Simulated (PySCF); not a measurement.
C8H10, charge +1, doublet, at a GFN2-xTB geometry (a state made from the parent by changing its charge; the spin is typed, not shown lowest), with bond 17-7 at 1.3 times its length; DF-TPSS/6-31G (PySCF).

Input for PySCF:
```python
from pyscf import gto, scf, dft

mol = gto.Mole()
mol.atom = '''
    C     2.87152259    0.08691800    0.06861747
    C     1.40886627    0.03683026    0.03083825
    C     0.68936858    0.64764773   -1.02759803
    C    -0.67673347    0.60401654   -1.06217740
    C    -1.40810404   -0.05301411   -0.04054810
    C    -2.87102768   -0.09742603   -0.07492200
    C    -0.68927522   -0.64962981    1.02640884
    C     0.67682938   -0.60605282    1.06095569
    H     3.30384832    0.15376583   -0.92919971
    H     3.18606950    0.99930938    0.59353149
    H     3.29593890   -0.74517196    0.62867350
    H     1.23781155    1.14700027   -1.81230013
    H    -1.21556280    1.06864478   -1.87437444
    H    -3.26516991   -0.97499527    0.43648531
    H    -3.26942085    0.77042684    0.46826010
    H    -3.25975785   -0.02303305   -1.08957474
    H    -1.40249586   -1.29359101    2.04963968
    H     1.21547125   -1.06670083    1.87554076
'''
mol.basis = '6-31g'
mol.charge = 1
mol.spin = 1
mol.verbose = 4
mol.build()

mf = dft.UKS(mol)
mf.xc = 'tpss'
mf = mf.density_fit(auxbasis='def2-universal-jkfit')
mf.kernel()
```

It wrote (shortened):

```
PySCF version 2.14.0

[INPUT] verbose = 4
[INPUT] num. atoms = 18
[INPUT] num. electrons = 57
[INPUT] charge = 1
[INPUT] spin (= nelec alpha-beta = 2S) = 1
[INPUT] symmetry False subgroup None
[INPUT] Mole.unit = angstrom
[INPUT] Symbol           X                Y                Z      unit          X                Y                Z       unit  Magmom
[...]
nuclear repulsion = 340.397668398123
number of shells = 60
number of NR pGTOs = 216
number of NR cGTOs = 92
basis = 6-31g
ecp = {}

******** <class 'pyscf.df.df_jk.DFUKS'> ********
method = DFUKS
initial guess = minao
damping factor = 0
level_shift factor = 0
DIIS = <class 'pyscf.scf.diis.CDIIS'>
diis_start_cycle = 1
diis_space = 8
diis_damp = 0
SCF conv_tol = 1e-09
SCF conv_tol_grad = None
SCF max_cycles = 50
direct_scf = False
number electrons alpha = 29  beta = 28
XC library pyscf.dft.libxc version 7.1.2
    S. Lehtola, C. Steigemann, M. J. T. Oliveira, and M. A. L. Marques,  SoftwareX 7, 1–5 (2018)
XC functionals = tpss
    J. Tao, J. P. Perdew, V. N. Staroverov, and G. E. Scuseria,  Phys. Rev. Lett. 91, 146401 (2003)
    J. P. Perdew, J. Tao, V. N. Staroverov, and G. E. Scuseria,  J. Chem. Phys. 120, 6898 (2004)
    J. Tao, J. P. Perdew, V. N. Staroverov, and G. E. Scuseria,  Phys. Rev. Lett. 91, 146401 (2003)
    J. P. Perdew, J. Tao, V. N. Staroverov, and G. E. Scuseria,  J. Chem. Phys. 120, 6898 (2004)
radial grids:
    Treutler-Ahlrichs [JCP 102, 346 (1995); DOI:10.1063/1.469408] (M4) radial grids

becke partition: Becke, JCP 88, 2547 (1988); DOI:10.1063/1.454033
pruning grids: <function nwchem_prune>
grids dens level: 3
symmetrized grids: False
atomic radii adjust function: <function treutler_atomic_radii_adjust>
small_rho_cutoff = 0
Set gradient conv threshold to 3.16228e-05
tot grids = 211024
init E= -311.591474261491

cycle= 1 E= -310.494804536892  delta_E=  1.1  |g|= 0.291  |ddm|= 2.89
cycle= 2 E= -310.461456895156  delta_E= 0.0333  |g|= 0.377  |ddm|= 0.711
cycle= 3 E= -310.536109450622  delta_E= -0.0747  |g|= 0.0889  |ddm|= 0.426
cycle= 4 E= -310.540083723017  delta_E= -0.00397  |g|= 0.0386  |ddm|= 0.14
cycle= 5 E= -310.540851303208  delta_E= -0.000768  |g|= 0.0163  |ddm|= 0.0541
cycle= 6 E= -310.541003953041  delta_E= -0.000153  |g|= 0.00647  |ddm|= 0.0263
cycle= 7 E= -310.541028099035  delta_E= -2.41e-05  |g|= 0.0022  |ddm|= 0.00986
cycle= 8 E= -310.541031752983  delta_E= -3.65e-06  |g|= 0.000521  |ddm|= 0.00477
cycle= 9 E= -310.541031849309  delta_E= -9.63e-08  |g|= 0.000467  |ddm|= 0.00132
cycle= 10 E= -310.541031989415  delta_E= -1.4e-07  |g|= 0.0001  |ddm|= 0.000788
cycle= 11 E= -310.541031995719  delta_E= -6.3e-09  |g|= 6.65e-05  |ddm|= 0.000275
cycle= 12 E= -310.541031998716  delta_E= -3e-09  |g|= 2.53e-05  |ddm|= 0.000112
cycle= 13 E= -310.541031999116  delta_E= -4e-10  |g|= 2.16e-05  |ddm|= 6.63e-05
Extra cycle  E= -310.541031996966  delta_E= 2.15e-09  |g|= 6.31e-05  |ddm|= 0.000102
converged SCF energy = -310.541031996966  <S^2> = 0.75508986  2S+1 = 2.0050834
```
